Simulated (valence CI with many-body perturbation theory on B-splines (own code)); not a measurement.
# Energy levels of Ga²⁶⁺

Level of theory: relativistic CI+MBPT: three valence electrons over a frozen Dirac-Fock core [He], radial functions for each j: 9 s, 9 p, 8 d, 6 f, 3 g, 1 h, with the one-electron correlation potential Σ1, the two-electron term Σ2, the three-electron term Σ3, Breit, model QED; selected CI, second order for the rest, scaled by the run's own slope (own B-spline code, finite nucleus).

The last digits are not significant, and no measured levels were compared; by estimate large intervals hold to a few tenths of a per cent, small ones and those within an open d or f shell to about a per cent.

Levels 1 to 45 of 58, with energies above the lowest level, 2s²2p ²P°_1/2. "Leading %" is the weight of the configuration and term that name the level; weights of strongly mixed levels are sums over their largest components and can fall short, so below about 35 % the name and the second component can differ from the true leading terms, or belong to a minority configuration. In the jj column 3d3/2^4 stands for four electrons in 3d with j = 3/2. Lifetimes count E1, E2, E3, M1 and M2 decay at the calculated energies, and are blank where another channel may lead or the interval is too uncertain; long ones can be off by a factor of two.

| No. | Configuration | Term | J | E (eV) | Leading % | Leading jj | g | Lifetime |
| --- | --- | --- | --- | --- | --- | --- | --- | --- |
| 1 | 2s²2p | ²P° | 1/2 | 0.0 | 98 | 2s^2 2p1/2 (98 %) | 0.658 |  |
| 2 | 2s²2p | ²P° | 3/2 | 31.8 | 98 | 2s^2 2p3/2 (98 %) | 1.328 | 6.62 μs |
| 3 | 2s2p² | ⁴P | 1/2 | 67.3 | 90 | 2s 2p1/2^2 (73 %) | 2.578 | 2.46 ns |
| 4 | 2s2p² | ⁴P | 3/2 | 84.9 | 98 | 2s 2p1/2 2p3/2 (95 %) | 1.716 | 26.6 ns |
| 5 | 2s2p² | ⁴P | 5/2 | 96.8 | 84 | 2s 2p1/2 2p3/2 (73 %) | 1.530 | 2.99 ns |
| 6 | 2s2p² | ²D | 3/2 | 127.8 | 89 | 2s 2p1/2 2p3/2 (89 %) | 0.856 | 44.1 ps |
| 7 | 2s2p² | ²D | 5/2 | 138.5 | 84 | 2s 2p3/2^2 (73 %) | 1.259 | 113 ps |
| 8 | 2s2p² | ²P | 1/2 | 140.2 | 70 | 2s 2p1/2 2p3/2 (68 %) | 1.111 | 16.4 ps |
| 9 | 2s2p² | ²S | 1/2 | 174.2 | 68 | 2s 2p3/2^2 (88 %) | 1.631 | 19.1 ps |
| 10 | 2s2p² | ²P | 3/2 | 175.7 | 89 | 2s 2p3/2^2 (85 %) | 1.279 | 12.8 ps |
| 11 | 2p³ | ⁴S° | 3/2 | 211.3 | 70 | 2p1/2^2 2p3/2 (76 %) | 1.747 | 16.8 ps |
| 12 | 2p³ | ²D° | 3/2 | 236.8 | 68 | 2p1/2 2p3/2^2 (81 %) | 1.115 | 22.9 ps |
| 13 | 2p³ | ²D° | 5/2 | 245.0 | 100 | 2p1/2 2p3/2^2 (100 %) | 1.194 | 27.2 ps |
| 14 | 2p³ | ²P° | 1/2 | 266.4 | 98 | 2p1/2 2p3/2^2 (98 %) | 0.658 | 14.0 ps |
| 15 | 2p³ | ²P° | 3/2 | 287.1 | 69 | 2p3/2^3 (93 %) | 1.257 | 13.7 ps |
| 16 | 2s²3s | ²S | 1/2 | 1501.1 | 95 | 2s^2 3s (95 %) | 1.999 | 169 fs |
| 17 | 2s²3p | ²P° | 1/2 | 1528.9 | 93 | 2s^2 3p1/2 (93 %) | 0.666 | 2.46 ps |
| 18 | 2s²3p | ²P° | 3/2 | 1537.8 | 92 | 2s^2 3p3/2 (92 %) | 1.334 | 2.09 ps |
| 19 | 2s2p3s | ⁴P° | 1/2 | 1556.1 | 94 | 2s 2p1/2 3s (96 %) | 2.558 | 165 fs |
| 20 | 2s²3d | ²D | 3/2 | 1562.7 | 95 | 2s^2 3d3/2 (95 %) | 0.798 | 23.2 fs |
| 21 | 2s2p3s | ⁴P° | 3/2 | 1562.8 | 85 | 2s 2p1/2 3s (82 %) | 1.670 | 153 fs |
| 22 | 2s²3d | ²D | 5/2 | 1565.4 | 96 | 2s^2 3d5/2 (96 %) | 1.198 | 24.6 fs |
| 23 | 2s2p3s | ²P° | 1/2 | 1572.7 | 94 | 2s 2p1/2 3s (87 %) | 0.725 | 232 fs |
| 24 | 2s2p3p | ⁴D | 1/2 | 1580.2 | 75 | 2s 2p1/2 3p1/2 (98 %) | 0.199 | 263 fs |
| 25 | 2s2p3p | ⁴D | 3/2 | 1586.2 | 67 | 2s 2p1/2 3p1/2 (82 %) | 1.219 | 269 fs |
| 26 | 2s2p3s | ⁴P° | 5/2 | 1586.9 | 98 | 2s 2p3/2 3s (98 %) | 1.595 | 135 fs |
| 27 | 2s2p3p | ⁴P | 3/2 | 1594.3 | 24 | 2s 2p1/2 3p3/2 (92 %) | 1.471 | 160 fs |
| 28 | 2s2p3p | ²P | 1/2 | 1597.7 | 40 | 2s 2p1/2 3p1/2 (55 %) | 1.246 | 70.0 fs |
| 29 | 2s2p3s | ²P° | 3/2 | 1597.8 | 87 | 2s 2p3/2 3s (95 %) | 1.367 | 158 fs |
| 30 | 2s2p3p | ⁴P | 1/2 | 1598.8 | 64 | 2s 2p1/2 3p3/2 (56 %) | 2.014 | 224 fs |
| 31 | 2s2p3p | ⁴D | 5/2 | 1598.9 | 79 | 2s 2p1/2 3p3/2 (78 %) | 1.381 | 3.35 ps |
| 32 | 2s2p3p | ²D | 3/2 | 1603.7 | 54 | 2s 2p1/2 3p3/2 (85 %) | 1.244 | 76.2 fs |
| 33 | 2s2p3d | ⁴F° | 3/2 | 1611.4 | 84 | 2s 2p1/2 3d3/2 (96 %) | 0.489 | 169 fs |
| 34 | 2s2p3d | ⁴F° | 5/2 | 1615.8 | 78 | 2s 2p1/2 3d3/2 (48 %) | 1.085 | 81.7 fs |
| 35 | 2s2p3p | ⁴P | 3/2 | 1618.1 | 50 | 2s 2p3/2 3p1/2 (91 %) | 1.533 | 164 fs |
| 36 | 2s2p3p | ⁴P | 5/2 | 1620.6 | 50 | 2s 2p3/2 3p1/2 (85 %) | 1.424 | 147 fs |
| 37 | 2s2p3p | ⁴D | 7/2 | 1621.1 | 100 | 2s 2p3/2 3p3/2 (100 %) | 1.425 | 63.9 ps |
| 38 | 2s2p3d | ⁴P° | 5/2 | 1621.8 | 45 | 2s 2p1/2 3d5/2 (70 %) | 1.388 | 30.3 fs |
| 39 | 2s2p3d | ⁴F° | 7/2 | 1622.9 | 68 | 2s 2p1/2 3d5/2 (80 %) | 1.272 | 47.4 fs |
| 40 | 2s2p3d | ⁴D° | 3/2 | 1624.1 | 54 | 2s 2p1/2 3d3/2 (50 %) | 1.305 | 19.8 fs |
| 41 | 2s2p3p | ⁴S | 3/2 | 1624.2 | 40 | 2s 2p3/2 3p3/2 (91 %) | 1.559 | 114 fs |
| 42 | 2s2p3d | ⁴D° | 1/2 | 1624.7 | 79 | 2s 2p1/2 3d3/2 (82 %) | 0.275 | 16.0 fs |
| 43 | 2s2p3s | ²P° | 3/2 | 1629.3 | 56 | 2s 2p3/2 3s (54 %) | 1.208 | 49.3 fs |
| 44 | 2s2p3s | ²P° | 1/2 | 1629.6 | 95 | 2s 2p3/2 3s (84 %) | 0.697 | 114 fs |
| 45 | 2s2p3p | ²D | 5/2 | 1631.8 | 63 | 2s 2p3/2 3p3/2 (93 %) | 1.337 | 72.5 fs |

Names give the largest LS component (configuration and term), which can be under half, so a name can repeat, a term be missing and a line seem to break the LS rules; names also repeat where a configuration has a term twice.

The ionisation energy to 2s² ¹S0 of the next ion comes out as 2683.6 eV (NIST: 2683 ± 1.4 eV (semi-empirical)). All 58 levels together are meant to be complete up to 1662.8 eV.
